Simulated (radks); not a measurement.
Results of a calculation; reference values are marked as such.
Problem. The mean radii <r> (bohr) of the occupied orbitals of an atom or ion are listed with their occupations. Level of theory: non-relativistic Kohn-Sham, LB94 model potential, spin-polarised, spherical densities, point nucleus (a radial shooting solver on a logarithmic mesh with Libxc functionals).

orbital  occ.      <r>
1s          2  0.02613
2s          2   0.1100
2p          6  0.09324

Name the element and its charge. Open shells, if any, are filled with parallel spins first.

Solution. Z = 58, cerium, charge +48: Ce48+ in [Ne]. The 1s radius gives Z: for a bare nucleus <r> = 1.5/Z, 0.02586 bohr for Z = 58, and screening makes it slightly larger (0.02613 here). The occupations add up to 10, and the charge is Z minus that.
